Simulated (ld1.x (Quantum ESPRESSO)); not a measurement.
## Pm: one change to a TM semilocal potential, before and after

promethium, norm-conserving Troullier–Martins (semilocal form), made with ld1.x (Quantum ESPRESSO) 7.5 (PBE, scalar-relativistic). Core [Kr] 4d10 5s2, reference 4f5 5p6 5d0 6s2 6p0. Waves: 6s (bound): rc 3.35 bohr; 5d (bound, empty): rc 2.65 bohr; 4f (bound): rc 1.30 bohr; 5p (bound): rc 2.30 bohr. Local part: the p channel. Core correction: Bessel-smoothed model core, default radius (core density twice the valence density).

Change: core correction none.

Cutoffs: the cutoffs (Ry, on a coarse ladder) from which the occupation-weighted sum of valence levels, in a spherical-Bessel basis at the reference potential, stays within 10 and 1 mRy of its value at 400 Ry; they do not see the model core or the augmentation charge, which bear on the density cutoff. Errors are all-electron minus pseudo energies relative to the spin-unpolarised reference configuration.

**Question.** What does the change do?

**Answer.** The potential gets neither clearly harder nor softer (200 Ry and 300 Ry → 200 Ry and 300 Ry); of the 6 tests that both files solve, the error grows in 1 and shrinks in 5 by more than 15 % and 0.3 meV (median size 40.9 → 13.7 meV); neither file shows a bound ghost at the reference potential, the only one tested. The default core radius of the base comes out at 0.99 bohr. A semilocal file is local in each channel, so a ghost entry of none says nothing of the separable form that plane-wave codes build from it.

```tsv
quantity	base	changed
cutoff, loose	200 Ry	200 Ry
cutoff, tight	300 Ry	300 Ry
bound ghosts	none	none
tests counted (converged, no solver errors)	6 of 7	6 of 7
error for 4f5 5p6 5d0 6s1 6p0, meV [ΔE 5.87 eV]	-2.1	+0.9
error for 4f5 5p6 5d0 6s0 6p0, meV [ΔE 16.81 eV]	-19	+11
error for 4f4 5p6 5d0 6s0 6p0, meV [ΔE 40.01 eV]	+152	+279
error for 4f4 5p6 5d1 6s1 6p0, meV [ΔE 8.79 eV]	-63	+16
error for 4f5 5p5 5d0 6s2 6p0, meV [ΔE 27.51 eV]	-66	-31
error for 4f5 5p6 5d0 6s1.5 6p0, meV [ΔE 2.34 eV]	-0.6	-0.2
s: phases at 3.65 bohr within 0.05 rad from the reference energy up to (Ry; the scan ends near 5)	1.3	1.3
p: phases at 3.65 bohr within 0.05 rad from the reference energy up to (Ry; the scan ends near 5)	0.0	0.0
d: phases at 3.65 bohr within 0.05 rad from the reference energy up to (Ry; the scan ends near 5)	1.5	1.5
f: phases at 3.65 bohr within 0.05 rad from the reference energy up to (Ry; the scan ends near 5)	3.3	3.3
```

Base: Tests not counted: 4f5 5p6 5d0 6s1 6p1 (solver errors, printed error -12.5 eV). These tests converged, but a pseudo level misses the all-electron one widely, so the file describes the atom poorly there or has found another state: 4f5 5p6 5d0 6s0 6p0: empty 6p by 6.8 eV; 4f4 5p6 5d1 6s1 6p0: empty 6p by 3.9 eV; 4f5 5p5 5d0 6s2 6p0: empty 6p by 4.4 eV. Changed file: Tests not counted: 4f5 5p6 5d0 6s1 6p1 (pseudo-atom not self-consistent, printed error -931 eV). These tests converged, but a pseudo level misses the all-electron one widely, so the file describes the atom poorly there or has found another state: 4f5 5p6 5d0 6s0 6p0: empty 6p by 6.8 eV; 4f4 5p6 5d1 6s1 6p0: empty 6p by 3.9 eV; 4f5 5p5 5d0 6s2 6p0: empty 6p by 4.4 eV. ld1.x printed “convergence not achieved” for 2 of the counted tests; their residual had stalled under 1e-8, short of the target of 1e-14.
